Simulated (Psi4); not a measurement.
hexachlorodisilane (Cl₆Si₂), singlet, at a GFN2-xTB geometry. Base run: PBE0/cc-pVDZ (Psi4 1.11).

The Psi4 input:
```
memory 2 GB

molecule {
0 1
  Cl    2.10500227   -0.48858342   -1.56076457
  Si    1.15002808   -0.11759071    0.17786792
  Cl    1.92269327    1.56678871    0.97681015
  Cl    1.52221827   -1.64568561    1.44232616
  Si   -1.15002808    0.11759071   -0.17786792
  Cl   -1.52391777    1.66420617   -1.41909364
  Cl   -1.91738160   -1.55604237   -1.00404894
  Cl   -2.10861444    0.45931652    1.56477085
}

set basis cc-pvdz

energy('pbe0')
print_variables()
```

Variants of this job, named by their change:

| change | basis functions | E (Eh) | core-seconds (rough) |
|---|---|---|---|
| base | 144 | -3339.37634 | 10 |
| basis = STO-3G | 72 | -3302.69386 | 5 |
| basis = 6-31G | 104 | -3338.95183 | 6 |
| basis = 3-21G | 104 | -3322.88913 | 7 |
| basis = def2-SVP | 144 | -3338.30853 | 8 |
| basis = pcseg-1 | 144 | -3339.21189 | 10 |
| basis = 6-31G* | 152 | -3339.21792 | 9 |
| basis = 6-31G** | 152 | -3339.21792 | 9 |
| basis = 6-311G** | 208 | -3339.41289 | 10 |
| basis = aug-pcseg-1 | 216 | -3339.23535 | 20 |
| basis = pcseg-2 | 272 | -3339.52347 | 20 |
| basis = def2-TZVP | 296 | -3339.47671 | 20 |
| basis = cc-pV(T+d)Z | 312 | -3339.53137 | 30 |

Totals compare only among sets that treat the same electrons; sets with core potentials leave the core out.
